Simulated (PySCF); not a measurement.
**Energy profile**

The step: AlH₃O ([OH][AlH2]) → AlHO ([O][AlH]) + H₂; bonds formed: H2–H4; bonds broken: Al1–H2, O3–H4 (atoms numbered as in the saddle structure below).

```xyz
5
angstrom
Al -0.5847 -0.1079 0.2271
H 0.8778 0.6006 -0.7709
O 0.5446 -1.0449 0.9130
H 1.0971 -0.0305 -0.1967
H -1.9347 0.5827 -0.1724
```

Electronic energies by CCSD(T) at an estimated basis limit (MP2 extrapolated from triple and quadruple zeta, plus CCSD(T) − MP2 in triple zeta), on PBE0-D4/def2-TZVP structures; AlH3O, singlet; no counterpoise correction. PySCF 2.14 with density fitting (its default auxiliary sets; JK sets also for MP2 and CCSD(T)); basis: def2-TZVPP and def2-QZVPP; cores frozen in the correlated methods. Extrapolation: Hartree–Fock as exp(−7.88 √X), correlation as X^−2.97.

Q: Give the profile in kJ/mol, counted from the start structure. (An estimate is asked for; the value comes from the calculation.)

A: By the calculation:
```tsv
point	kJ/mol
start structure	0.0
saddle	275.7
end structure	242.1
separated: AlHO (linked as [O][AlH]; Al1, O3, H5; singlet) + H2 (H2, H4; singlet)	245.6
```

No T1 diagnostic of these runs exceeds 0.033. The T1 diagnostic is large here, which may signal multireference character or strong orbital relaxation, so CCSD(T) is less sure.

For scale, one of the runs: CCSD(T)/def2-TZVPP, 115 basis functions, launched by `OMP_NUM_THREADS=4 python run.py`. Hardware: 4 CPU threads of an AMD EPYC 7B13, shared host. Wall time about 21 s.
